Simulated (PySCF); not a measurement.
# Electron correlation in F²⁺ (fluorine, charge +2)

[He] 2s1 2p4, high-spin 4P determinant (an excited configuration). Computed with PySCF 2.14 in aug-cc-pCVQZ-DK (9s8p6d4f2g, 109 functions), with the spin-free X2C one-electron Hamiltonian (Gaussian nucleus). Frozen: 1s2; 5 electrons correlated.

MP2 pair energies summed by pair of shells (mhartree):

```tsv
pair	energy	share (%)
2p-2p	-92.22	83.8
2s-2p	-17.84	16.2
```

Total MP2 correlation energy: -110.06 mhartree.

Same-spin part -32.42 and opposite-spin part -77.64 mhartree; SCS-MP2 scales them by 1/3 and 6/5 to -103.98 mhartree.
